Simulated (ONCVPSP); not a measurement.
**Configuration tests for lanthanum (La) (ONCV)**

```json
{
  "Element": "lanthanum (La)",
  "Generator": "ONCVPSP 4.0.1",
  "Type": "optimised norm-conserving Vanderbilt (ONCV)",
  "Functional": "PBE",
  "Relativity": "scalar-relativistic",
  "Frozen core": "[Kr] 4d10",
  "Valence charge": "11",
  "Reference configuration": "5s2 5p6 5d1 6s2",
  "Partial waves": "5s+6s: rc 3.00 bohr, ncon 3, nbas 7, qcut 5.2 1/bohr, 2 projectors; 5p: rc 1.70 bohr, ncon 4, nbas 9, qcut 4.4 1/bohr, 2 projectors, debl 2.1 Ha; 5d: rc 3.00 bohr, ncon 5, nbas 10, qcut 5 1/bohr, 2 projectors, debl 2.2 Ha; f scattering state at 0.02 Ha: rc 3.25 bohr, ncon 4, nbas 7, qcut 3.8 1/bohr, 1 projector",
  "Local potential": "polynomial inside 1.50 bohr (lpopt 1, dvloc0 0 Ha)",
  "Core correction": "none"
}
```

In the f channel the program set the typed energies aside and used -0.160 Ha.

Energies are relative to the spin-unpolarised reference configuration 5s2 5p6 5d1 6s2; without spin polarisation the order of configurations can differ from experiment.

```json
{"valence configuration": "5s2 5p6 5d1 6s0", "charge": "+2", "ΔE all-electron (eV)": "16.854", "error AE − PS (meV)": "-6.5"}
{"valence configuration": "5s2 5p6 5d0 6s0", "charge": "+3", "ΔE all-electron (eV)": "35.804", "error AE − PS (meV)": "+0.6"}
```

Question: What are ΔE and the potential's error for 5s2 5p6 5d1 6s1?

Answer: ΔE = 5.966 eV all-electron; the error (AE − PS) is -1.6 meV.

Question: What are ΔE and the potential's error for 4f1 5s2 5p6 5d0 6s1?

Answer: ΔE = 6.232 eV all-electron; the error (AE − PS) is +1646 meV.

Levels in the configuration 5s2 5p6 5d1 6s1:

| level | all-electron (eV) | pseudo (eV) |
| --- | --- | --- |
| 5s | -44.743 | -44.759 |
| 5p | -28.201 | -28.203 |
| 5d | -8.509 | -8.506 |
| 6s | -8.344 | -8.345 |

These tests converged, but a pseudo level misses the all-electron one widely, so the file describes the atom poorly there or has found another state: 4f1 5s2 5p6 5d0 6s1: 4f by 3.2 eV.

Note: no bound ghost flagged; GHOST(+) flagged for s at 41.6 eV.
